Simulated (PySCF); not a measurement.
C₆ coefficients of unlike pairs at PBE

Calculated with PySCF 2.14 from the dipole response of each species, C₆(A,B) = (3/π) ∫ α_A(iu) α_B(iu) du, in atomic units, from isotropic polarisabilities. For ions this is the dispersion term alone; charge-induced terms of lower order in 1/R come first.

```json
{"species": "Te³⁺", "configuration": "[Kr] 4d10 5s2 5p1 (2P)", "basis": "def2-QZVPPD with the def2 core potential (28 electrons) (8s7p5d4f1g)", "relativity": "core potential", "α (bohr³)": "10.40", "C₆ (like pair)": "55.00"}
{"species": "Ga²⁺", "configuration": "[Ar] 3d10 4s1 (2S)", "basis": "aug-cc-pVTZ-PP with one added diffuse shell each of s, d, f type with ECP10MDF (7s5p5d3f)", "relativity": "core potential", "α (bohr³)": "9.321", "C₆ (like pair)": "26.01"}
{"species": "Rh²⁺", "configuration": "[Kr] 4d7 (4F)", "basis": "aug-cc-pwCVTZ-PP with ECP28MDF (8s8p7d4f3g)", "relativity": "core potential", "α (bohr³)": "7.737", "C₆ (like pair)": "41.29"}
{"species": "Re", "configuration": "[Xe] 4f14 5d5 6s2 (6S)", "basis": "def2-TZVPPD with the def2 core potential (60 electrons) (6s5p3d2f1g)", "relativity": "core potential", "α (bohr³)": "63.53", "C₆ (like pair)": "702.7"}
```

Task: Estimate C₆ for Re with Te³⁺.

Result: The integral gives 179.9. The combination rule 2 C_A C_B / (C_A α_B/α_A + C_B α_A/α_B) gives 171.4 and the geometric mean 196.6.

No spin-orbit coupling is included.

The other pairs:

```tsv
pair	C₆
Rh²⁺, Te³⁺	47.17
Re, Rh²⁺	146.7
Re, Ga²⁺	132.5
Ga²⁺, Te³⁺	36.69
Rh²⁺, Ga²⁺	30.46
```
